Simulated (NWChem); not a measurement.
System: CH3ClMgS; SMILES [Cl][Mg][S]C

The following NWChem deck was run.

```
start job
memory heap 200 mb stack 900 mb global 1100 mb
geometry units angstroms noautoz
  Mg     0.546785    -0.803776     0.003803
  Cl     0.842222    -2.986933    -0.002625
  S      0.289952     1.479959     0.008981
  C     -1.526388     1.726554    -0.014866
  H     -1.984079     1.349324    -0.939963
  H     -1.697059     2.810973     0.029723
  H     -2.022805     1.270958     0.853246
end
basis spherical
  Mg library aug-pcseg-1
  Cl library aug-pcseg-1
  S library aug-pcseg-1
  C library aug-pcseg-1
  H library aug-pcseg-1
end
dft
  xc xtpss03 ctpss03
  iterations 150
  mulliken
end
task dft energy
```

All runs use the structure optimised with PBE0/def2-SVP.

Q: Give the results of this calculation. (TPSS/aug-pcseg-1.) Quantities: basis functions; energy (Ha); highest occupied level (eV); orbital gap (eV); dipole (D).

A: 
| Property | Result |
|---|---|
| number of basis functions | 118 |
| energy (Ha) | -1098.51 |
| highest occupied level (eV) | -5.77 |
| orbital gap (eV) | 3.66 |
| dipole (D) | 1.88 |
